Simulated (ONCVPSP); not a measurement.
**Before and after: ONCV potential for Zn (Z = 30)**

```
Element                 : zinc (Zn)
Generator               : ONCVPSP 4.0.1
Type                    : optimised norm-conserving Vanderbilt (ONCV)
Functional              : PBE
Relativity              : scalar-relativistic
Frozen core             : [Ne]
Valence charge          : 20
Reference configuration : 3s2 3p6 3d10 (charge +2)
Partial waves           : 3s: rc 0.95 bohr, ncon 4, nbas 7, qcut 12.8 1/bohr, 2 projectors, debl 1 Ha; 3p: rc 1.00 bohr, ncon 4, nbas 7, qcut 14.2 1/bohr, 1 projector; 3d: rc 0.95 bohr, ncon 4, nbas 9, qcut 19.1 1/bohr, local
Local potential         : the d channel
Core correction         : Teter function fitted to the true core (icmod 2), fcfact 0.6
```

In the s channel the program set the typed energies aside and used -5.517, 0.250 Ha.

All-electron outer shells of the reference configuration (PBE, scalar-relativistic, ld1.x):

```json
{"shell": "3s", "level (eV)": "-150.11", "outermost node (bohr)": "0.28", "outermost maximum (bohr)": "0.59"}
{"shell": "3p", "level (eV)": "-104.31", "outermost node (bohr)": "0.25", "outermost maximum (bohr)": "0.59"}
{"shell": "3d", "level (eV)": "-30.86", "outermost node (bohr)": "–", "outermost maximum (bohr)": "0.57"}
```

Change: d: qcut 12.4.

Cutoffs: the cutoffs (Ha) at which the residual kinetic energy of the hardest occupied pseudo-wave falls to 1 and 0.1 mHa per electron; they do not see the model core or the augmentation charge, which bear on the density cutoff. Errors are all-electron minus pseudo energies relative to the spin-unpolarised reference configuration.

How do hardness, ghosts and transferability respond?

The potential gets harder (125 Ha and 142 Ha → 141 Ha and 336 Ha); both files keep a bound ghost (s); of the 3 tests that both files solve, the error grows in 3 and shrinks in 0 by more than 15 % and 0.3 meV (median size 2.9 → 9.3 meV); the range in which the s phases agree narrows (upper end at the end of the scan → -4.9); the range in which the p phases agree narrows (upper end at the end of the scan → 1.9).

| quantity | base | changed |
| --- | --- | --- |
| cutoff, loose | 125 Ha | 141 Ha |
| cutoff, tight | 142 Ha | 336 Ha |
| loose cutoff by channel | s 62 Ha, p 52 Ha, d 125 Ha | s 62 Ha, p 52 Ha, d 141 Ha |
| bound ghosts | s | s |
| GHOST(+) flags under 300 eV | none | none |
| tests with a reliable result | 3 of 4 | 3 of 4 |
| error for 3s2 3p6 3d10 4s2, meV [ΔE -28.33 eV] | +2.9 | -9.3 |
| error for 3s2 3p6 3d10 4s1, meV [ΔE -18.44 eV] | +1.4 | -6.3 |
| error for 3s2 3p6 3d9, meV [ΔE 40.53 eV] | -13 | -33 |
| s: phases at 0.96 bohr within 0.05 rad from the reference energy up to (Ha; the scan ends near 5) | to the end of the scan | -4.9 |
| p: phases at 1.02 bohr within 0.05 rad from the reference energy up to (Ha; the scan ends near 5) | to the end of the scan | 1.9 |
| d: phases at 0.96 bohr within 0.05 rad from the reference energy up to (Ha; the scan ends near 5) | 3.6 | 2.0 |
| rms error of d²Exc/dni dnj with the model core, mHa | 1.93 | 2.08 |

 A true bound ghost makes a file unfit for plane-wave use even where its test errors are small: the radial tests pick states by their node count and pass the ghost by.
